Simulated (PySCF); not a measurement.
PySCF input:

```python
from pyscf import gto, scf, dft

mol = gto.M(
    atom='''
    F    -1.32388716   -0.37054190    0.06138857
    Si   -0.01157226    0.43205305   -0.00961660
    F     1.34188846   -0.30154062   -0.04642942
    ''',
    basis='def2-tzvpd',
    charge=1,
    spin=1,
    verbose=4,
)

mf = dft.UKS(mol, xc='pw6b95').density_fit(auxbasis='def2-universal-jkfit')
mf.grids.level = 3
mf.conv_tol = 1e-9
mf.max_cycle = 100
mf.max_memory = 1500
mf.kernel()
if not mf.converged:
    mf = mf.newton()
    mf.kernel(mf.make_rdm1())
for _ in range(2):
    mo, _, stable, _ = mf.stability(return_status=True)
    if stable:
        break
    mf.kernel(mf.make_rdm1(mo, mf.mo_occ))
mf.analyze()
```

Which total energy does the run end on?

-489.44913 Eh (PW6B95/def2-TZVPD).
